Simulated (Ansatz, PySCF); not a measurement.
AlH3, SMILES [AlH3]. Atoms are numbered in the order given.

```xyz
4

Al     0.0000     0.0000     0.0000
H      1.5827     0.0000     0.0000
H     -0.7913     1.3707     0.0000
H     -0.7913    -1.3707     0.0000
```

Geometry: ωB97X-D3(BJ)/def2-TZVPD. The isomer is the one that the SMILES or the coordinates give; other isomers of the formula were not compared.

Two levels are set side by side: PBE-D3(BJ)/def2-TZVPD (Ansatz, a quantum-chemistry and plane-wave program) and ωB97X-D3(BJ)/def2-TZVPD (PySCF). Each level has its own optimised geometry; the coordinates shown are those of the second. Frequencies come from the Hessian of PySCF at each geometry. Differences are taken from unrounded values.

| quantity | ωB97X-D3(BJ) |
|---|---|
| mean bond length (Å) | 1.583 |
| bond Al1–H2 (Å) | 1.583 |
| bond Al1–H3 (Å) | 1.583 |
| bond Al1–H4 (Å) | 1.583 |
| highest harmonic wavenumber (cm⁻¹) | 1953 |
| mean harmonic wavenumber (cm⁻¹) | 1364 |
| zero-point energy (kcal/mol) | 11.70 |

What does PBE-D3(BJ) give, and how far is it from ωB97X-D3(BJ)? (Estimate from the structure and the level; the computed values follow.)


```
quantity                            PBE-D3(BJ)  PBE-D3(BJ) minus ωB97X-D3(BJ)
----------------------------------  ----------  -----------------------------
mean bond length (Å)                     1.596                          0.013
bond Al1–H2 (Å)                          1.596                          0.013
bond Al1–H3 (Å)                          1.596                          0.013
bond Al1–H4 (Å)                          1.596                          0.013
highest harmonic wavenumber (cm⁻¹)        1882                            -71
mean harmonic wavenumber (cm⁻¹)           1307                            -57
zero-point energy (kcal/mol)             11.21                          -0.49
```

GGA bonds tend to be longer and softer than those of functionals with exact exchange. Differences between two approximate levels are no errors against the true value.
